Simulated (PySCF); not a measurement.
Molecule: `InChI=1S/C6H8O/c1-3-4-5-6(2)7/h1H,4-5H2,2H3`.

Geometry (Å), atoms numbered from 1 in this order:
```xyz
15

C     3.301    1.203    0.212
C     2.403    0.416    0.273
C     1.296   -0.516    0.340
C    -0.044    0.203    0.167
C    -1.216   -0.754    0.234
C    -2.564   -0.094    0.070
O    -1.086   -1.939    0.404
H     4.100    1.882    0.161
H     1.313   -1.031    1.304
H     1.409   -1.271   -0.443
H    -0.072    0.720   -0.796
H    -0.168    0.962    0.943
H    -2.613    0.413   -0.891
H    -3.354   -0.838    0.129
H    -2.709    0.651    0.850
```

Frames of a GFN2-xTB Langevin trajectory at 200 K; GIAO PBE0/pcSseg-1 shieldings in PySCF, gas phase, non-relativistic; equivalent atoms averaged within each frame.

Scale: 13C (186.93 ppm) and 1H (31.72 ppm) against TMS; 17O (336.08 ppm) vs H2O (reference shieldings calculated alike). The references are static minima.

Q: How do the shifts (ppm) fluctuate along the trajectory?

A: 
```csv
time (fs),C5,C2,C1,C4,C6,C3,O7,H11/H12,H13/H14/H15,H9/H10
optimised geometry,210.6,88.6,75.4,46.7,31.9,15.2,670.4,2.62,2.18,2.43
250,225.7,91.5,75.9,49.7,31.5,8.6,695.9,2.73,2.35,2.14
425,222.2,93.9,74.8,45.8,34.5,13.8,670.4,2.09,2.53,2.26
625,205.1,90.7,73.8,45.0,34.1,15.9,647.4,1.87,2.87,2.78
800,217.1,93.7,75.9,52.3,35.4,18.8,674.3,3.09,2.64,2.85
1000,209.7,91.5,79.5,54.7,32.5,13.5,631.7,3.02,2.09,2.55
mean of frames,216.0,92.3,76.0,49.5,33.6,14.1,663.9,2.56,2.49,2.52
standard deviation,8.6,1.5,2.1,4.1,1.6,3.8,24.9,0.55,0.30,0.31
```

5 frames give an uncertainty of the mean of about the standard deviation over 2.2 at best, since frames this close in time may not be independent; classical motion lacks zero-point vibration, and the reference would need the same averaging.
